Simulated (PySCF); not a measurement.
PySCF job for Te(SH)2 (H2S2Te), SMILES S[Te]S, B3LYP-D3(BJ)/def2-SVP. Coordinates come from a B3LYP-D3(BJ)/def2-SVP optimisation. The def2 effective core potentials stand for the cores of Te; spin–orbit coupling is left out. One conformer was computed; it need not be the lowest.

```python
import numpy as np
from pyscf import gto, scf, dft, df
from pyscf.hessian import thermo

mol = gto.M(
    atom='''
    Te    0.00000000    0.00000000    0.60229107
    S     1.91025572    0.08357738   -0.91074051
    H     2.03672756   -1.25420143   -1.08771955
    S    -1.91025572   -0.08357738   -0.91074051
    H    -2.03672756    1.25420143   -1.08771955
    ''',
    basis='def2-SVP',
    ecp={'Te': 'def2-svp'},
    charge=0,
    spin=0,
    max_memory=1600,
    verbose=3,
)
mf = dft.RKS(mol, xc='b3lyp').density_fit(auxbasis='def2-universal-jkfit')
mf.disp = 'd3bj'
mf.grids.level = 3
mf.conv_tol = 1e-11
mf.max_cycle = 100
mf.kernel()

# [left out here: the lines that compute and print the analytic Hessian (its translational invariance restored by hand, since the grid's response is missing), thermochemistry and intensities]
```

Output:

```
converged SCF energy = -1065.51051581477

WARN: DFTD3 does not support analytical Hessian, using finite difference


WARN: Mole.unit (angstrom) is changed to Bohr

Mode                                 0                   1                   2
Irrep
Freq [cm^-1]                      118.7125            301.3594            313.6339
Reduced mass [au]                  15.3152              1.0551              1.1416
Force const [Dyne/A]                0.1272              0.0565              0.0662
Char temp [K]                     170.8008            433.5891            451.2493
Normal mode                   x     y     z       x     y     z       x     y     z
       0  Te                -0.00  0.00  0.04    0.00 -0.00  0.00    0.01 -0.01  0.00
       1   S                -0.09 -0.00 -0.07   -0.02 -0.01 -0.02   -0.04  0.01  0.00
       2   H                -0.11 -0.00 -0.09    0.39 -0.05  0.56    0.44 -0.01  0.50
       3   S                 0.09  0.00 -0.07    0.02  0.01 -0.02   -0.04  0.01 -0.00
       4   H                 0.11  0.00 -0.09   -0.39  0.05  0.56    0.44 -0.01 -0.50
Mode                                 3                   4                   5
Irrep
Freq [cm^-1]                      326.9856            344.8208            750.2794
Reduced mass [au]                  10.5039             27.5337              1.0410
Force const [Dyne/A]                0.6617              1.9289              0.3453
Char temp [K]                     470.4595            496.1204           1079.4849
Normal mode                   x     y     z       x     y     z       x     y     z
       0  Te                 0.04  0.00 -0.00   -0.00  0.00  0.04    0.00 -0.01 -0.00
       1   S                -0.08 -0.01  0.07    0.09  0.00 -0.07    0.01  0.02 -0.01
       2   H                -0.16  0.01 -0.10    0.06 -0.00 -0.03   -0.52 -0.08  0.45
       3   S                -0.08 -0.01 -0.07   -0.09 -0.00 -0.07    0.01  0.02  0.01
       4   H                -0.16  0.01  0.10   -0.06  0.00 -0.03   -0.52 -0.08 -0.45
Mode                                 6                   7                   8
Irrep
Freq [cm^-1]                      759.5026           2651.7195           2652.4372
Reduced mass [au]                   1.0375              1.0392              1.0393
Force const [Dyne/A]                0.3526              4.3055              4.3079
Char temp [K]                    1092.7552           3815.2340           3816.2666
Normal mode                   x     y     z       x     y     z       x     y     z
       0  Te                 0.00 -0.00  0.00    0.00  0.00 -0.00   -0.00 -0.00 -0.00
       1   S                -0.01 -0.01  0.01    0.00 -0.02 -0.00   -0.00  0.02  0.00
       2   H                 0.56  0.08 -0.40   -0.05  0.68  0.08    0.06 -0.69 -0.08
       3   S                 0.01  0.01  0.01    0.00 -0.02  0.00    0.00 -0.02  0.00
       4   H                -0.56 -0.08 -0.40   -0.05  0.69 -0.08   -0.05  0.68 -0.08
temperature 298.1500 [K]
pressure 101325.00 [Pa]
Rotational constants [GHz] 4.85930 2.05471 1.47366
Symmetry number 2
Zero-point energy (ZPE) 0.01873 [Eh]   49163.234 [J/mol]
                           tot       elec      trans        rot        vib
Entropy [J/mol/K]       320.607      0.000    174.428    109.221     36.958
Cv [J/mol/K]             66.439      0.000     12.472     12.472     41.495
Cp [J/mol/K]             74.753      0.000     20.786     12.472     41.495
Internal energy [J/mol]                      3718.434   3718.434  55624.076
Internal energy [Eh]   -1065.48650  -1065.51052
Enthalpy [J/mol]                             6197.391   3718.434  55624.076
Enthalpy [Eh]          -1065.48555
Gibbs free energy [J/mol]                  -45808.297 -28845.856  44605.039
Gibbs free energy [Eh] -1065.52196
mode   freq/cm-1   IR/(km/mol)
   1      118.71         0.318
   2      301.36        23.295
   3      313.63        28.042
   4      326.99        16.436
   5      344.82         2.644
   6      750.28         2.210
   7      759.50         0.640
   8     2651.72         1.260
   9     2652.44         0.098
max |gradient| / (hartree/bohr): 0.0001071254645616769
APT charges: [ 0.4744 -0.2625  0.0253 -0.2625  0.0253]
```

The run converged.
